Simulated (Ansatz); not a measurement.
Reaction (cleavage of the B–Si bond): `B[SiH]1[C@@H](F)[C@@H]1F` + `CC(N)=O` → `BNC(C)=O` + `F[C@H]1[SiH2][C@@H]1F`

Program: Ansatz. Geometries: PBE0-D4/def2-TZVP. ΔE: electronic, gas phase. CCSD(T)/CBS adds triple-zeta CCSD(T) − MP2 to the extrapolated MP2 energy (def2 sets, frozen cores). DFT in def2-TZVPP. B3LYP here is the variant with VWN-RPA as its local correlation; programs differ in this. One conformer a species, not always the lowest.

`B[SiH]1[C@@H](F)[C@@H]1F`:

```xyz
11

B    -0.233    0.397    2.069
Si    0.142    0.846    0.198
C     0.797   -0.513   -0.980
F     1.340   -1.705   -0.598
C    -0.665   -0.386   -1.041
F    -1.243   -0.037   -2.225
H    -0.524   -0.734    2.318
H    -0.185    1.195    2.954
H     0.467    2.186   -0.340
H     1.322   -0.077   -1.829
H    -1.218   -1.171   -0.528
```

`CC(N)=O`:

Z-matrix (Å, degrees):
```
C
C 1 1.509
H 1 1.091 2 108.4
H 1 1.091 2 113.9 3 121.6
H 1 1.090 2 108.5 3 -116.4
N 2 1.357 1 115.7 3 -115.7
O 2 1.212 1 122.1 3 63.9
H 6 1.002 2 122.4 1 -0.1
H 6 1.005 2 118.3 1 179.1
```

`BNC(C)=O`:

```xyz
11

B     0.348    1.452   -1.443
N     0.091    0.264   -0.731
C    -0.022    0.131    0.661
C    -0.296   -1.275    1.124
O     0.093    1.063    1.410
H     0.411    1.370   -2.633
H     0.492    2.472   -0.851
H    -0.030   -0.599   -1.238
H     0.520   -1.938    0.823
H    -1.215   -1.655    0.671
H    -0.392   -1.286    2.207
```

`F[C@H]1[SiH2][C@@H]1F`:

Cartesian coordinates in Å:
```
F 0.290 -1.833 1.009
C 0.531 -0.606 0.457
Si -0.059 0.131 -1.165
C -0.476 0.483 0.631
F -0.168 1.560 1.415
H 1.547 -0.268 0.671
H 0.962 0.888 -1.919
H -1.157 -0.450 -1.963
H -1.470 0.095 0.864
```

```tsv
level	ΔE (kJ/mol)	difference from CCSD(T)/CBS
PBE-D4	-96.1	21.5
r2SCAN-D4	-103.2	14.4
PBE0-D4	-105.5	12.1
B3LYP-D4	-112.7	4.9
ωB97X-V	-117.6	0.0
ωB97M-V	-120.7	-3.1
B2PLYP	-117.6	0.0
PBE	-96.3	21.3
r2SCAN	-103.3	14.3
PBE0	-105.8	11.8
B3LYP	-113.1	4.5
HF/def2-TZVPP	-132.2	-14.6
MP2/def2-TZVPP	-123.2	-5.6
SCS-MP2/def2-TZVPP	-126.1	-8.5
CCSD/def2-TZVPP	-121.9	-4.3
CCSD(T)/def2-TZVPP	-119.0	-1.4
HF/def2-QZVPP	-133.1	-15.5
MP2/def2-QZVPP	-122.8	-5.2
SCS-MP2/def2-QZVPP	-125.7	-8.1
HF/CBS(def2)	-133.3	-15.7
MP2/CBS(def2)	-121.9	-4.3
CCSD/CBS(def2)	-120.6	-3.0
CCSD(T)/CBS	-117.6	0
```

Largest T1 diagnostic among the species: 0.016.

In def2-TZVPP, CCSD(T) changes the Hartree–Fock value by +13.2 kJ/mol (the triples alone add +3.0 kJ/mol) and MP2 by +9.0 kJ/mol. From PBE to PBE0 (25 % exact exchange), in def2-TZVPP and without D4, ΔE moves by −9.5 kJ/mol.
